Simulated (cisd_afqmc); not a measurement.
Input (AFQMC/CISD/def2-SVP; cisd_afqmc is a phaseless AFQMC code with CISD trial states that reads the integrals written by Ansatz):

Ansatz 0.2 input:
```python
import cisd_afqmc

open("ham.yaml", "w").write("""\
crystal:
  periodic: [false, false, false]
  atoms:
    - {symbol: Ca, position_ang: [-0.00000000, -0.00000000, -0.52111138]}
    - {symbol: O, position_ang: [0.00000000, 0.00000000, 1.30277845]}
basis:
  gaussian:
    orbitals: def2-SVP
magnetization: {spin_polarized: false}
correlation: {method: ccsd, electrons: outside_noble_gas, hamiltonian_folder: ham}
""")
rep = cisd_afqmc.ansatz("ham.yaml")
e_ccsd = rep["correlation"]["coupled_cluster"]["energy"]["hartree"]
out = cisd_afqmc.run("ham", e_ccsd, trial="CISD", walkers=200, populations=8, threads=8, dt=0.005, steps=40, early=24, settle=10, least=32,
    cut=5e-5, rank_cut=2e-4, target=0.0004, seconds=1500, seed=1, memory=17280, gpu=False)
```

Output:

```
orbitals 28, occupied [4], factors 158 of 402, rank of the doubles 56 of 96
E(HF) = -751.386812
E(CCSD) on the cut factors = -751.617167, shift to the whole factors -0.000001
Energy of the trial state on the determinant = -751.617203
  tau behind 7.2 of longer steps, mean of the populations' last blocks
   2.0  -751.63074
   4.0  -751.63087
   6.0  -751.62943
   8.0  -751.63034
  10.0  -751.63290
  12.0  -751.62940
  14.0  -751.63000
  16.0  -751.62891
  18.0  -751.63024
  20.0  -751.62774
  22.0  -751.62852
  24.0  -751.62740
  26.0  -751.63032
  28.0  -751.62813
  30.0  -751.62908
  32.0  -751.63083
  34.0  -751.63088
blocks 1395 (1 outliers left out), error by blocks joined: 1: 0.00020, 2: 0.00025, 4: 0.00029, 8: 0.00035, 16: 0.00040
E(AFQMC/CISD) = -751.62958 +/- 0.00040
```
